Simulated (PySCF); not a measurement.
**Xenon: a sound run and one with changed settings**

Sound run: Xe⁺ [Kr] 4d10 5s2 5p5, Xe²⁺ [Kr] 4d10 5s2 5p4. Calculation: PySCF 2.14, in def2-TZVP with the def2 core potential (28 electrons) (6s5p3d2f, 50 functions); scalar relativity through the core potential. The sound run starts from symmetry-adapted Hartree-Fock orbitals and uses a fine grid where one is needed.

Changed run: radial step 1.2 in ln r (0.13 in the sound run). This setting is unsound on purpose.

| species | method | sound run (hartree) | changed run (hartree) | converged |
| --- | --- | --- | --- | --- |
| Xe⁺ | UHF | -327.87704 | -327.87704 | yes |
| Xe⁺ | TPSS | -328.78719 | -321.51124 | yes |
| Xe⁺ | BP86 | -329.04180 | -321.94956 | yes |
| Xe²⁺ | UHF | -327.13922 | -327.13922 | yes |
| Xe²⁺ | TPSS | -328.01214 | -320.76344 | yes |
| Xe²⁺ | BP86 | -328.26235 | -321.19798 | yes |

Ionisation energy of Xe⁺:

```
method  sound run (eV)  changed run (eV)
   UHF          20.077            20.077
  TPSS          21.090            20.349
  BP86          21.210            20.451
```

A coarse radial grid mis-integrates the density and the exchange-correlation energy, with errors of either sign; Hartree-Fock needs no grid.

For comparison, NIST gives 20.975 eV between the lowest levels.
